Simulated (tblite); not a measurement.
Species: C6H5F2O2 (doublet state).
Geometry (GFN2-xTB, Å), atoms numbered from 1 in this order:
```xyz
15
C6H5F2O2 angstrom
O      1.2844    0.8910    1.4583
C      0.2096    0.5143    0.9828
C     -1.1286    0.6102    1.5912
C     -2.0596    0.1262    0.7676
C     -1.4595   -0.3534   -0.5187
C     -0.0134   -0.0881   -0.3037
O      0.8646   -0.3527   -1.2913
C      2.2130   -0.2559   -1.0354
F      2.8143    0.0073   -2.2029
F      2.6790   -1.4546   -0.6273
H     -1.2783    1.0227    2.5715
H     -3.1164    0.0673    0.9562
H     -1.8499    0.1856   -1.3863
H     -1.6504   -1.4154   -0.6974
H      2.4867    0.5035   -0.2866
```

All values are computed: GFN2-xTB (tblite) harmonic vibrations without scaling, gas phase. This tight-binding method is rough: wavenumbers can miss measured ones by several per cent, in bad cases by 10 to 20. One conformer, not necessarily the lowest. Open shells enter through the occupations alone, without spin polarisation, and single modes of such species can be off by tens of per cent.

Harmonic wavenumbers (cm⁻¹): 27.4, 59.7, 143.3, 158.6, 247.5, 320.1, 326.3, 344.2, 472.8, 500.3, 569.0, 617.8, 652.3, 737.6, 749.7, 821.8, 878.0, 900.6, 1004.9, 1015.1, 1042.3, 1048.6, 1055.4, 1078.0, 1103.4, 1204.3, 1236.5, 1251.5, 1268.8, 1281.4, 1391.7, 1401.4, 1623.8, 1625.0, 2917.6, 2932.9, 2964.0, 3131.8, 3157.1.

A = 2833, B = 866.9, C = 744.2 MHz; mass 147.026 u (most abundant isotopes); point group C1, symmetry number 1; spin multiplicity 2.

What is the zero-point energy?

Half the sum of the wavenumbers: 21631 cm⁻¹ = 258.77 kJ/mol.

Give the ideal-gas entropy at 200 K and 1 bar in the rigid-rotor, harmonic-oscillator model (classical rotation).

Translation 162.80, rotation 118.68, vibration 71.58, spin (R ln 2) 5.76: S = 358.8 J/(mol K).

And Cp and H(200 K) − H(0)?

Cp = 106.28 J/(mol K), of which vibrations give 73.02 (their classical limit is 39 R = 324.3); H(200 K) − H(0) = 13.99 kJ/mol without the zero-point energy, 7.34 from vibrations.

How do the functions run with temperature in this model?

| T (K) | S (J/(mol K)) | Cp (J/(mol K)) | H − H(0) (kJ/mol) | G − H(0) (kJ/mol) | ln q(vib) |
| --- | --- | --- | --- | --- | --- |
| 50 | 257.7 | 52.4 | 2.14 | -10.74 | 0.83 |
| 100 | 299.3 | 69.9 | 5.20 | -24.73 | 1.97 |
| 298.15 | 408.3 | 144.4 | 26.29 | -95.46 | 6.36 |
| 373.15 | 443.8 | 172.1 | 38.18 | -127.43 | 8.03 |
| 500 | 499.8 | 210.9 | 62.58 | -187.33 | 10.85 |
| 750 | 595.6 | 260.2 | 122.07 | -324.65 | 16.23 |
| 1000 | 674.8 | 289.1 | 191.03 | -483.75 | 21.20 |

q(vib) and H(0) count from the zero-point level.

Which modes carry the vibrational entropy at 200 K?

27.4 cm⁻¹: 21.83; 59.7 cm⁻¹: 15.41; 143.3 cm⁻¹: 8.42; 158.6 cm⁻¹: 7.65; 247.5 cm⁻¹: 4.54; 320.1 cm⁻¹: 3.00 J/(mol K); the other 33 give 10.74 together.

Blend soft modes into free rotors: weight 1/[1 + (100 cm⁻¹/ν̃)⁴] for the oscillator and the rest for a rotor with moment μB/(μ + B), μ = h/(8π²ν), B = 10⁻⁴⁴ kg m². What vibrational entropy results?

63.11 J/(mol K) in place of 71.58, which changes −T·S at 200 K by +1.70 kJ/mol.

Hindered rotation and anharmonicity are outside this model. Other conformers, if any are populated, would add a mixing term that is left out. The structure is chiral; the term R ln 2 for an equal mix with its mirror image is left out.
